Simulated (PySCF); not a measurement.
**Working with the constants of LiSe**

UHF-CCSD(T) constants of LiSe, ²Π (doublet), unpaired electrons π ↑ (basis Li x2c-TZVPPall, Se x2c-TZVPPall; spin-free X2C with a Gaussian nucleus; PySCF 2.14; masses 7.0160 and 79.9165 u):

- ωe: 512.2 cm⁻¹
- ωexe: 3.02 cm⁻¹
- Be: 0.50154 cm⁻¹
- αe: 0.00483 cm⁻¹
- D (centrifugal): 1.92e-06 cm⁻¹
- De to Li + Se: 2.77 eV

(1) Give the vibrational terms G(v) and spacings up to v = 6.

(2) How well does the Morse estimate ωe²/(4ωexe) reproduce De, and what is D0?

Correlated steps freeze 9 core orbitals. Spin–orbit coupling is left out. The state is the lowest determinant that a PBE0 search found; another state may lie lower at other levels.

## Answers

(1) G(v) = ωe(v+½) − ωexe(v+½)².

```json
{"v": "0", "G(v) (cm⁻¹)": "255.3", "G(v) − G(v−1)": "", "Bv (cm⁻¹)": "0.4991"}
{"v": "1", "G(v) (cm⁻¹)": "761.5", "G(v) − G(v−1)": "506.2", "Bv (cm⁻¹)": "0.4943"}
{"v": "2", "G(v) (cm⁻¹)": "1261.6", "G(v) − G(v−1)": "500.1", "Bv (cm⁻¹)": "0.4895"}
{"v": "3", "G(v) (cm⁻¹)": "1755.7", "G(v) − G(v−1)": "494.1", "Bv (cm⁻¹)": "0.4846"}
{"v": "4", "G(v) (cm⁻¹)": "2243.7", "G(v) − G(v−1)": "488.0", "Bv (cm⁻¹)": "0.4798"}
{"v": "5", "G(v) (cm⁻¹)": "2725.7", "G(v) − G(v−1)": "482.0", "Bv (cm⁻¹)": "0.4750"}
{"v": "6", "G(v) (cm⁻¹)": "3201.7", "G(v) − G(v−1)": "476.0", "Bv (cm⁻¹)": "0.4701"}
```

(2) It gives 2.69 eV, 97 % of the computed De. D0 = De − G(0) = 2.77 − 0.03 = 2.74 eV.
